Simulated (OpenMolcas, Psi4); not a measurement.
# GeNH4O (SMILES [NH][GeH2][OH]): methods side by side

The species is GeNH4O (7 atoms), meant as a doublet with charge 0. SMILES: `[NH][GeH2][OH]`. Geometry: relaxed at PBE0-D4/def2-TZVP. This is one conformer, not always the lowest.

Each level gives the vertical electron affinity (to the singlet anion) (eV). The values are calculated.

The electron affinity is E(neutral) − E(anion): positive where the electron is bound.

```csv
level,kind,program,value (eV),CPU time (all runs)
UHF/def2-SVPD,Hartree–Fock,OpenMolcas,-0.13,48 s
USVWN5/def2-SVPD,LDA,OpenMolcas,1.94,1.8 min
U-revPBE/def2-SVPD,GGA,OpenMolcas,1.51,2.6 min
UPBE/def2-SVPD,GGA,OpenMolcas,1.61,2.5 min
UTPSS/def2-SVPD,meta-GGA,OpenMolcas,1.45,3.6 min
UB3LYP/def2-SVPD,global hybrid,OpenMolcas,1.55,2.4 min
UPBE0/def2-SVPD,global hybrid,OpenMolcas,1.42,2.2 min
UB2PLYP/def2-SVPD (density fitting for correlation),double hybrid,Psi4,1.54,64 s
```

All-electron rows without a relativistic Hamiltonian named are non-relativistic. Where it was recorded, the anion's HOMO is positive in USVWN5/def2-SVPD, U-revPBE/def2-SVPD, UPBE/def2-SVPD, UTPSS/def2-SVPD, UB3LYP/def2-SVPD, UPBE0/def2-SVPD: a fault of the level (basis or self-interaction), which says nothing on whether the real anion is bound. The values span -0.13 to 1.94 eV. Times are those of the runs behind each value, whatever else they computed, on shared processors of several kinds: orders of magnitude only.
